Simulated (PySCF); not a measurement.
A structure optimised at B3LYP-D3(BJ)/def2-TZVPD, used in a PySCF frequency run:

```
C
H 1 1.0979
H 1 1.0979 2 106.24
H 1 1.0979 2 106.24 3 -112.85
Li 1 1.9688 2 112.53 4 -123.57
```
Charge 0, spin multiplicity 1.

Question: Write its SMILES, formula and point group.

Answer: [Li][CH3], CH3Li, C3v

Question: What are its rotational constants (standard atomic weights)?

Answer: 162.51, 22.968, 22.968 GHz
